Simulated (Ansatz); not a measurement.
Diatomic LiSi-, multiplicity 5 (an upper state: multiplicity 3 came lower at CCSD(T)/def2-TZVPP on PBE0 minima).

The constants come from a fifth-degree fit in 1/R (seven points, main isotopes). In def2 and cc sets the state is the lowest found near the PBE0 minimum, followed along R.

Run with Ansatz (Gaussian basis) for Hartree–Fock, density functionals and correlated methods. Each number belongs to the level named beside it.

| level | r_e (Å) | ω_e (cm⁻¹) | ω_e x_e (cm⁻¹) | B_e (cm⁻¹) |
|---|---|---|---|---|
| PBE/def2-TZVPP | 2.575 | 309 | 4.0 | 0.453 |
| PBE0/def2-TZVPP | 2.570 | 314 | 3.9 | 0.455 |
| wB97X-V/def2-TZVPP | 2.580 | 314 | 4.0 | 0.452 |
| CCSD/def2-TZVPP | 2.581 | 317 | 4.0 | 0.451 |
| CCSD(T)/def2-TZVPP | 2.577 | 318 | 3.9 | 0.452 |

Correlated levels freeze the inner cores; with def2 sets outer-core shells near the valence are correlated too.

Ansatz is a program for electronic structure.
